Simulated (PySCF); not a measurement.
Excitation energy of P²⁺ by level of theory

P²⁺ [Ne] 3s2 3p1 (2P) → P²⁺ [Ne] 3s2 3d1 (2D), as a difference of total energies. Computed with PySCF 2.14 in aug-cc-pV(D+d)Z (5s4p3d, 32 functions), with the non-relativistic Hamiltonian (point nucleus). Correlated levels: valence: [Ne] frozen. The calculations carry no spin-orbit coupling.

```csv
method,excitation energy (eV)
UHF,13.871
LDA,12.643
PBE,12.517
PBE0,12.906
r2SCAN,12.939
BHandHLYP,13.256
M06-2X,13.051
M06-L,12.907
PW91,12.552
MP2 (valence),13.586
SCS-MP2 (valence),13.500
```

Task: How much does correlation contribute at MP2 (valence)?

Result: 13.586 − (13.871) = -0.285 eV, measured against UHF.

A first-order spin-orbit estimate (lowest level to lowest level, LS coupling) adds 0.039 eV.

The promoted electron is Rydberg-like, and one or two diffuse shells describe it only roughly, which tends to raise the upper state.
